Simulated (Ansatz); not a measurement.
Born–Oppenheimer molecular dynamics of AlFH$_{4}$OSi (8 atoms, charge 0, multiplicity 1). It starts from a relaxed structure.

Computed with RHF/cc-pVDZ (Ansatz 0.2.0).

```
ensemble        : NVT, Langevin thermostat
time step       : 3 fs
steps asked     : 40
set temperature : 1000 K
friction        : 0.001 /fs
seed            : 30849
```

First frame:

```xyz
8
Properties=species:S:1:pos:R:3
Al -0.084 0.007 -0.209
O -0.904 -0.227 1.250
Si -1.404 -0.450 2.816
H -2.575 -1.363 2.834
H -0.309 -1.044 3.623
H -1.793 0.857 3.403
F 1.587 0.105 -0.163
H -0.808 0.134 -1.586
```

What does the run give?

All steps were run.

- steps done: 40
- time covered: 120 fs
- mean temperature over the second half: 495 K
- spread of the potential energy over the second half: 11.6 meV per atom
- mean potential energy of the second half above the start: 55.2 meV per atom

The mean temperature of the second half is 50 % below the set value. A step of 3 fs is long for free X–H stretches (periods near 10 fs) and can bias their spread and the temperature. A run of 0.12 ps of so small a system gives no equilibrium averages.

What happens to the structure?

The same pairs are bonded in the first frame and the last. Pairs count as bonded within 1.25 times the sum of covalent radii (0.12 Å more for H–H). This is one draw of velocities; another would differ in detail.

How do temperature and energy run in time?


```
time (fs)  T (K)  potential energy less start (eV)
        0    875                             0.000
        9    507                             0.459
       18    524                             0.330
       27    508                             0.439
       36    516                             0.509
       45    691                             0.224
       54    658                             0.299
       63    593                             0.342
       72    417                             0.509
       81    544                             0.413
       90    470                             0.490
       99    529                             0.366
      108    497                             0.448
      117    363                             0.598
```

Time of the run: 69 s on 1 thread of Arm Neoverse V1, with other jobs on the host, peak memory 0.15 GiB.
